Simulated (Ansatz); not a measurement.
Input for Ansatz (a quantum-chemistry and plane-wave program): R-wB97M-V/def2-TZVPP on BeH2S (SMILES [BeH][SH]), atoms moved off the minimum.

Ansatz 0.2 input:
```yaml
crystal:
  periodic: [false, false, false]
  atoms:
    - {symbol: Be, position_ang: [-0.67781121, -0.65839268, -0.93743422]}
    - {symbol: H, position_ang: [-1.36015024, -1.34327671, -2.01730835]}
    - {symbol: S, position_ang: [0.40914211, 0.28136519, 0.25889209]}
    - {symbol: H, position_ang: [0.72312673, -0.90088141, 0.77791171]}
basis:
  gaussian:
    orbitals: def2-TZVPP
hamiltonian:
  xc: {name: wB97M-V}
scf: {lower_state_search: off}
output: {forces: true}
```

Question: Give the final energy of this run.

Answer: -414.1348 hartree.
